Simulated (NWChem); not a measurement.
# MgNH₂Br; SMILES [NH2][Mg][Br]

```xyz
5

Mg     0.0520    -0.9845    -0.0023
Br    -0.2642     1.3485     0.0110
N      0.3101    -2.8499    -0.0130
H      0.4395    -3.4307    -0.8341
H      0.3282    -3.4541     0.8013
```
Atoms are numbered in this order, from 1.

Level: B3LYP/6-31G* (spherical d) (NWChem), optimised geometry, unscaled harmonic frequencies. This build's default masses of Se (78.918 u) and Br (79.917 u) are each other's, which moves their modes by up to 0.6 %.

```csv
frequency (cm⁻¹),IR intensity (km/mol)
111,60.8
113,25.6
203,106.9
308,13.5
560,92.2
747,106.5
1600,11.2
3546,4.5
3629,7.2
```

- zero-point energy = 15.5 kcal/mol
- thermal correction to the enthalpy at 298.15 K (with zero-point energy) = 19.5 kcal/mol
- heat capacity Cv = 15.2 cal/(mol K)
- entropy at 298.15 K and 1 atm (symmetry number 2) = 72.8 cal/(mol K)
- dipole moment = 2.67 D

Rigid rotor and harmonic oscillator.
